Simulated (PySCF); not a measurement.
Sn(F)2(OH)(NH2) (F₂H₃NOSn), SMILES [NH2][Sn]([OH])([F])[F].

Geometry: PBE-D3(BJ)/def2-SVP. The geometry has at least one imaginary mode, so it is a saddle point at that level. The structure was generated by enumeration; whether it is a known compound was not checked. The def2 effective core potentials stand for the cores of Sn; spin–orbit coupling is left out. Other conformers were not sampled.

Two levels are set side by side: TDDFT-PBE/def2-SVPD (PySCF) and TDDFT-B3LYP/def2-SVPD (PySCF). Vertical, same geometry. The lowest singlet is HOMO→LUMO 95 % with PBE and HOMO→LUMO 95 % with the other functional; states are paired by order. Differences are taken from unrounded values.

```csv
quantity,TDDFT-B3LYP,TDDFT-PBE,TDDFT-PBE minus TDDFT-B3LYP
lowest singlet excitation (eV),4.81,4.27,-0.54
lowest triplet excitation (TDA) (eV),4.08,3.66,-0.42
first bright state (f over 0.05) (eV),6.48,5.73,-0.74
its oscillator strength,0.12,0.06,-0.06
```

A lower first singlet is the usual sign of a functional without exact exchange. Differences between two approximate levels are no errors against the true value.

Rough cost on one machine, each run with all the roots and properties that it gave: TDDFT-B3LYP against TDDFT-PBE about 3 times.
